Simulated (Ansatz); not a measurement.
Geometry optimisation, Ansatz 0.2.0, RKS PBE0-D4/6-31G*.

Input:

```yaml
crystal:
  periodic: [false, false, false]
  atoms:
    - { symbol: Si, position_ang: [0.234092, -0.162318, -0.958103] }
    - { symbol: F, position_ang: [0.971079, 0.110058, 1.713444] }
    - { symbol: H, position_ang: [1.743251, 0.216685, 1.204592] }
    - { symbol: O, position_ang: [-0.796684, 1.12402, -1.160987] }
    - { symbol: Si, position_ang: [-2.436951, 1.404542, -1.017155] }
    - { symbol: H, position_ang: [-3.001058, 0.622988, 0.1167] }
    - { symbol: H, position_ang: [-2.645788, 2.857883, -0.779441] }
    - { symbol: H, position_ang: [-3.122242, 1.00595, -2.27857] }
    - { symbol: H, position_ang: [-0.807499, -1.246907, -0.610181] }
basis:
  gaussian: { orbitals: "6-31G*" }
hamiltonian:
  xc: pbe0
  dispersion: d4
relax:
  f_tol: 0.03
  max_steps: 50
output:
  orbitals: {}
```

Run as:

```bash
$ ansatz run input.yaml --threads 1 --pin off --max-ram 2048MiB --backend cpu --events-out ev --progress --plain --runs-dir out
```

**Question.** Where does it end, and by what steps?

**Answer.** It converged. The force dipped under the threshold on the way, but the program's further checks kept it going. After 42 steps the energy has fallen by 0.195 eV; H3 moved furthest, 1.65 Å.

```
step  energy less start (eV)  largest force component (eV/Å)  accepted
   0                  0.0000                           0.319       yes
   2                 -0.0691                           0.263       yes
   4                 -0.0809                           0.924       yes
   6                 -0.0959                           0.056       yes
   8                 -0.1030                           0.357       yes
  10                 -0.1078                           0.099       yes
  12                 -0.1144                           0.426       yes
  14                 -0.1224                           0.472       yes
  16                 -0.1235                           0.354        no
  18                 -0.1335                           0.364       yes
  20                 -0.1370                           0.405       yes
  22                 -0.1444                           0.185       yes
  24                 -0.1484                           0.394       yes
  26                 -0.1519                           0.939        no
  28                 -0.1682                           0.185       yes
  30                 -0.1793                           0.097       yes
  32                 -0.1871                           0.059       yes
  34                 -0.1902                           0.058       yes
  36                 -0.1924                           0.047       yes
  38                 -0.1934                           0.048       yes
  40                 -0.1946                           0.039       yes
  42                 -0.1951                           0.027       yes
```

```xyz
9
Properties=species:S:1:pos:R:3
Si 0.332 -0.503 -1.045
F 0.912 0.142 0.931
H 0.326 0.871 0.683
O -0.560 0.972 -0.774
Si -2.177 1.376 -0.785
H -2.959 0.425 0.056
H -2.308 2.752 -0.238
H -2.708 1.343 -2.176
H -0.719 -1.446 -0.420
```

Whether the end is a true minimum wasn't checked by a vibrational analysis.

The run took 2.3 min on 1 thread of Arm Neoverse V2, on a shared host, peak memory 0.15 GiB.
